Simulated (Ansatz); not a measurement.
Mulliken charges of `C#[C][In]([F])[Cl]` from ωB97M-V/def2-TZVPP in Ansatz (PBE0-D4/def2-TZVP geometry).

| atom | x (Å) | y (Å) | z (Å) | charge (e) |
| --- | --- | --- | --- | --- |
| C1 | 1.088 | 0.340 | 1.701 | 0.103 |
| C2 | 0.439 | 0.120 | 0.709 | -0.520 |
| In3 | -0.656 | -0.236 | -0.985 | 0.968 |
| F4 | -1.774 | -1.807 | -1.124 | -0.466 |
| Cl5 | -0.759 | 1.049 | -2.881 | -0.317 |
| H6 | 1.662 | 0.532 | 2.580 | 0.233 |

Problem. By hand: the dipole of these point charges (1 e Å = 4.8032 D).

Solution. Σ q r = (0.703, 0.378, 0.891) e Å, of length 1.196 e Å = 5.74 D.

Problem. How does the dipole of the full density compare? (Best estimate.)

Solution. The calculation gave: (0.402, 0.242, 0.475) e Å, 3.21 D; the point charges give 1.79 times that, at 3° from its direction.

Point charges leave out the atoms' own dipoles, such as those of lone pairs, and Mulliken's split depends on the basis, so the two needn't agree.
